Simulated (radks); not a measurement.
Values are calculated unless marked as measured or tabulated.
Q: Ionisation of K, [Ar] 4s1, to K+, [Ar], under several functionals. Non-relativistic Kohn-Sham, spin-polarised, spherical densities, point nucleus; open shells are filled with parallel spins first; a radial shooting solver on a logarithmic mesh with Libxc functionals. Known Delta-SCF values: PW91 4.475 eV; exchange-only PBE 4.271 eV. What does PBEsol give, and what is its highest occupied eigenvalue?

A: 4.374 eV by Delta-SCF; the 4s eigenvalue is -2.534 eV. NIST: 4.341 eV (measured).
